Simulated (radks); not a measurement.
Results of a calculation; reference values are marked as such.
Neutral hafnium, 72 electrons, occupied as [Xe] 4f14 5d2.25 6s1.75 (fractional occupations, a model configuration).

Level of theory: Dirac Kohn-Sham, SOGGA, spin-unpolarised, spherical densities, finite nucleus; open shells are shared between the two j in proportion to 2j + 1; Fermi nuclear charge, rms radius 5.347 fm (a radial shooting solver on a logarithmic mesh with Libxc functionals).

Energy parts (eV):
part                       energy
total                  -410632.42
kinetic                 459121.40
electron-nucleus      -1022676.82
Hartree                 161208.82
exchange-correlation     -8285.82

Orbitals (lengths in bohr, moments of r in powers of bohr; r(max) is where P^2 peaks):
| orbital | occ. | eigenvalue (eV) | <1/r> | <r^2> | r(max) | <r^4> | small-component weight |
|---|---|---|---|---|---|---|---|
| 1s1/2 | 2 | -65153.01 | 83.75 | 0.0004955 | 0.01191 | 6.633e-07 | 7.33e-02 |
| 2s1/2 | 2 | -11135.69 | 20.30 | 0.007588 | 0.06828 | 0.0001003 | 1.65e-02 |
| 2p1/2 | 2 | -10638.61 | 20.28 | 0.005434 | 0.05092 | 0.00006072 | 1.66e-02 |
| 2p3/2 | 4 | -9447.495 | 17.23 | 0.006640 | 0.05755 | 0.00008647 | 1.51e-02 |
| 3s1/2 | 2 | -2536.564 | 7.447 | 0.04972 | 0.1925 | 0.003738 | 5.40e-03 |
| 3p1/2 | 2 | -2315.544 | 7.365 | 0.04573 | 0.1804 | 0.003315 | 5.35e-03 |
| 3p3/2 | 4 | -2060.317 | 6.579 | 0.05240 | 0.1941 | 0.004309 | 4.91e-03 |
| 3d3/2 | 4 | -1685.007 | 6.471 | 0.04081 | 0.1524 | 0.002957 | 4.80e-03 |
| 3d5/2 | 6 | -1629.322 | 6.283 | 0.04265 | 0.1562 | 0.003204 | 4.68e-03 |
| 4s1/2 | 2 | -510.3410 | 3.123 | 0.2479 | 0.4379 | 0.08947 | 1.76e-03 |
| 4p1/2 | 2 | -419.7169 | 3.014 | 0.2568 | 0.4383 | 0.09872 | 1.68e-03 |
| 4p3/2 | 4 | -361.2373 | 2.739 | 0.2934 | 0.4674 | 0.1289 | 1.51e-03 |
| 4d3/2 | 4 | -212.0335 | 2.520 | 0.3245 | 0.4660 | 0.1715 | 1.32e-03 |
| 4d5/2 | 6 | -201.3228 | 2.453 | 0.3387 | 0.4753 | 0.1870 | 1.27e-03 |
| 4f5/2 | 6 | -17.3093 | 1.933 | 0.5837 | 0.4518 | 0.9355 | 8.44e-04 |
| 4f7/2 | 8 | -15.5652 | 1.902 | 0.6091 | 0.4570 | 1.040 | 8.23e-04 |
| 5s1/2 | 2 | -66.3861 | 1.181 | 1.454 | 1.016 | 3.153 | 3.71e-04 |
| 5p1/2 | 2 | -40.7327 | 1.047 | 1.827 | 1.099 | 5.235 | 2.97e-04 |
| 5p3/2 | 4 | -32.9579 | 0.9493 | 2.166 | 1.187 | 7.432 | 2.53e-04 |
| 5d3/2 | 0.9 | -2.6927 | 0.5481 | 7.692 | 1.665 | 139.5 | 8.56e-05 |
| 5d5/2 | 1.35 | -2.2553 | 0.5199 | 8.659 | 1.730 | 180.5 | 7.72e-05 |
| 6s1/2 | 1.75 | -4.9357 | 0.3639 | 13.74 | 2.920 | 305.3 | 3.86e-05 |

The highest occupied level is 5d5/2 at -2.255 eV. Summed over all electrons, <r^2> = 72.64 bohr^2, which gives a Langevin (diamagnetic) susceptibility term of -57.5 x 10^-6 cm^3/mol. The density falls to 0.001 e/bohr^3 at r = 4.97 bohr.
